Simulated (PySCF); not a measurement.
Gas-phase reaction: InCl + Cl2 = InCl3

Computed with PySCF (xtb for GFN2) and rigid-rotor harmonic-oscillator thermochemistry at 1 bar. † marks an energy on the PBE0/def2-TZVP geometry and frequencies; other levels use their own. All species are closed-shell singlets. In: scalar-relativistic def2 core potential, no spin-orbit coupling. The harmonic model lacks anharmonicity and excited electronic states, which grow with temperature; levels with a mode under 35 cm⁻¹ are left out. Soft modes under 120 cm⁻¹ make the harmonic entropy rough for InCl3.

```tsv
level	ΔE electronic, kJ	ΔH°(298 K), kJ	ΔS°(298 K), J/K	ΔG°(1600 K), kJ
BLYP/def2-TZVP†	-235	-232	-130	-35
GFN2-xTB	-195	-192	-123	-7
PBE/def2-TZVP†	-264	-261	-130	-64
PBE0/def2-TZVP	-292	-290	-130	-92
ωB97X-V/def2-TZVP†	-314	-312	-130	-114
```
ΔH° is lowest at ωB97X-V/def2-TZVP† and highest at GFN2-xTB. No reference value is set beside these.
